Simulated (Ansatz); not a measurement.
Species: H3Al, SMILES `[AlH3]` (charge 0, multiplicity 1).

**Question.** Give a relaxed geometry from PBE0-D4/def2-TZVP run with Ansatz (a first-principles code).

**Answer.** the end point of this relaxation (outside a Z-matrix the atoms follow the SMILES, hydrogens last).
Z-matrix (Å, degrees):
```
Al
H 1 1.5858
H 1 1.5858 2 120.00
H 1 1.5858 2 120.00 3 -179.95
```
